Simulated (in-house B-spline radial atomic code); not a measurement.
**Ge VI (Ge5+): [Ar] 3d9**

Level of theory: non-relativistic AM05, spin-polarised, spherical fractional occupations, point nucleus; calculated with an all-electron radial atomic-structure program (B-spline basis).

Screening seen three ways: the hydrogenic charge with the same mean radius, Z_r = [3n² - l(l+1)]/(2<r>), the one with the same energy, Z_e = n√(-2ε), and Slater's rules. Values are occupation-weighted means over spin.

```json
{"shell": "1s", "electrons": "2", "ε (eV)": "-10864", "<r> (bohr)": "0.04791", "Z_r": "31.31", "Z_e": "28.26", "Slater": "31.70"}
{"shell": "2s", "electrons": "2", "ε (eV)": "-1413.9", "<r> (bohr)": "0.2141", "Z_r": "28.02", "Z_e": "20.39", "Slater": "27.85"}
{"shell": "2p", "electrons": "6", "ε (eV)": "-1268.2", "<r> (bohr)": "0.1854", "Z_r": "26.97", "Z_e": "19.31", "Slater": "27.85"}
{"shell": "3s", "electrons": "2", "ε (eV)": "-238.28", "<r> (bohr)": "0.6297", "Z_r": "21.44", "Z_e": "12.55", "Slater": "20.75"}
{"shell": "3p", "electrons": "6", "ε (eV)": "-189.79", "<r> (bohr)": "0.6418", "Z_r": "19.48", "Z_e": "11.20", "Slater": "20.75"}
{"shell": "3d", "electrons": "9", "ε (eV)": "-105", "<r> (bohr)": "0.6803", "Z_r": "15.43", "Z_e": "8.33", "Slater": "11.20"}
```

The least bound orbital is 3d down at -104.2 eV, and it is also the most diffuse (<r> = 0.6821 bohr).
